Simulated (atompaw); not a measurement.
**zirconium (Zr): one change to a PAW (atompaw) potential, before and after**

Zr, PAW, made with atompaw 4.2.0.5 (PBE, scalar-relativistic). Core [Kr], reference 4d2 5s1.5 5p0 (charge +0.5). Waves: 5s (bound): rc 3.00 bohr; 5s channel at 1.55 Ry: rc 3.00 bohr; 5p (bound, empty): rc 3.00 bohr; 5p channel at 1 Ry: rc 3.00 bohr; 4d (bound): rc 1.85 bohr; 4d channel at -0.15 Ry: rc 1.85 bohr. Local part: bessel scheme, radius 2.95 bohr. Core correction: smooth core density matched at 2.35 bohr. Augmentation charge: sinc compensation charge, radius 2.25 bohr; PAW radius 3.00 bohr; waves and projectors: custom rrkj gramschmidtortho.

Change: all radii scaled by about 0.95 (s 2.84, p 2.84, d 1.76 bohr); local potential bessel scheme, radius 2.80 bohr; augmentation sinc compensation charge, radius 2.12 bohr; PAW radius 2.84 bohr; waves and projectors: custom rrkj gramschmidtortho; core correction smooth core density matched at 2.22 bohr.

Cutoffs: the cutoffs (Ry, on a coarse ladder) from which the occupation-weighted sum of valence levels, in a spherical-Bessel basis at the reference potential, stays within 10 and 1 mRy of its value at 400 Ry; they do not see the model core or the augmentation charge, which bear on the density cutoff.

Task: What does the change do?

Result: The potential gets harder (25 Ry and 35 Ry → 30 Ry and 35 Ry); a bound ghost appears in p, which as a rule spoils a file. A smaller radius makes the pseudo-wave follow the all-electron one further in, where it bends more sharply, so more plane waves are needed.

```csv
quantity,base,changed
"cutoff, loose",25 Ry,30 Ry
"cutoff, tight",35 Ry,35 Ry
bound ghosts,none,p
lowest overlap eigenvalue by channel,"s 0.66, p 0.62, d 0.99","s 0.62, p 0.67, d 0.99"
```

 A true bound ghost makes a file unfit for plane-wave use even where its test errors are small: the radial tests pick states by their node count and pass the ghost by. The cutoffs see the waves, projectors and local potential, not the compensation charge or the core.
